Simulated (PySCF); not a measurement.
SMILES [CH3][Ge]([CH3])([CH3])[NH][SiH2]C (C4H15GeNSi), singlet, GFN2-xTB optimised geometry.

```
22

Si    -1.76     0.52     0.23
C     -1.70     2.40    -0.03
N     -0.16    -0.09     0.00
Ge     0.35    -1.85     0.00
C      2.34    -1.85     0.00
C     -0.40    -2.67     1.64
C     -0.37    -2.75    -1.62
H     -2.73    -0.07    -0.70
H     -2.18     0.20     1.60
H     -0.99     2.87     0.64
H     -1.42     2.66    -1.05
H     -2.67     2.83     0.16
H      0.48     0.54    -0.46
H      2.72    -1.31     0.86
H      2.73    -1.39    -0.90
H      2.72    -2.87     0.04
H     -0.07    -2.13     2.52
H     -1.49    -2.64     1.61
H     -0.09    -3.70     1.73
H     -1.45    -2.67    -1.65
H     -0.11    -3.81    -1.62
H      0.03    -2.30    -2.53
```

Density from PBE0/def2-SVP (PySCF) at that geometry.

Minimum of the electron density along straight lines between bonded atoms, close to the bond critical point (lines longer than 1.1 times the sum of covalent radii, or with two minima, are not listed):

| bond | length / Å | ρ at the minimum / e bohr⁻³ | ∇²ρ there / e bohr⁻⁵ | position (fraction from the first atom) |
|---|---|---|---|---|
| Si1–C2 | 1.894 | 0.112 | 0.32 | 0.38 |
| Si1–N3 | 1.722 | 0.123 | 0.73 | 0.40 |
| N3–Ge4 | 1.842 | [?] | [?] | 0.54 |
| Ge4–C5 | 1.988 | 0.122 | 0.04 | 0.47 |
| Ge4–C6 | 1.979 | 0.124 | 0.04 | 0.47 |
| Ge4–C7 | 1.990 | 0.122 | 0.04 | 0.47 |
| Si1–H8 | 1.477 | 0.115 | 0.31 | 0.49 |
| Si1–H9 | 1.470 | 0.116 | 0.31 | 0.49 |
| C2–H11 | 1.086 | 0.271 | -0.97 | 0.62 |
| C2–H12 | 1.084 | 0.272 | -0.97 | 0.62 |
| N3–H13 | 1.007 | 0.328 | [?] | 0.76 |
| C5–H14 | 1.086 | 0.273 | -0.98 | 0.63 |
| C5–H15 | 1.087 | 0.272 | -0.97 | 0.62 |
| C5–H16 | 1.086 | 0.273 | -0.98 | 0.62 |
| C6–H17 | 1.085 | 0.273 | -0.99 | 0.63 |
| C6–H18 | 1.086 | 0.273 | -0.98 | 0.63 |
| C6–H19 | 1.086 | 0.272 | -0.97 | 0.62 |
| C7–H20 | 1.086 | 0.273 | -0.98 | 0.63 |
| C7–H21 | 1.086 | 0.272 | -0.97 | 0.62 |
| C7–H22 | 1.086 | 0.272 | -0.98 | 0.62 |

**Question.** Some entries are withheld; supply them.

**Answer.** 
- N3–Ge4, ρ at the minimum / e bohr⁻³: 0.134
- N3–Ge4, ∇²ρ there / e bohr⁻⁵: 0.41
- N3–H13, ∇²ρ there / e bohr⁻⁵: -1.48
